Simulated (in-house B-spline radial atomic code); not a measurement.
Values are calculated unless marked as measured or tabulated.
## Extrapolating the RPA correlation energy in partial waves: neutral potassium

All-electron RPA on PBE0 orbitals from a B-spline radial code for spherical atoms, scalar-relativistic (spin-free one-electron X2C), finite nucleus, configuration [Ar] 4s1, highest spin. RPA overbinds a lone outer s electron by self-correlation, and G0W0 tends to as well. With empty states up to angular momentum L the sums are:

```csv
L,E_c(L) (hartree)
3,-0.981409
4,-1.056983
5,-1.087074
6,-1.101280
7,-1.108818
```

For large l each further wave adds A/(l + 1/2)⁴, because the basis must build the cusp where two electrons meet.

(1) Estimate the limit from L = 6 and L = 7.

(2) How good is the estimate?

## Answers

(1) Wave 7 adds -0.007538, against a sum of (l + 1/2)⁻⁴ of 3.16049e-04, so A = -23.851. The sum over l > 7 is ζ(4, 8.5) = 6.4602e-04, close to 1/(3 × 8³) = 6.5104e-04. The tail is -0.015408 and the limit -1.12423 hartree.

(2) A run to L = 11 sums to -1.11870 and extrapolates to -1.12255 hartree, 0.20 millihartree from the run before. The estimate differs from that by -1.67 millihartree, while the bare sum at L = 7 misses 13.7 millihartree (1.2 %).
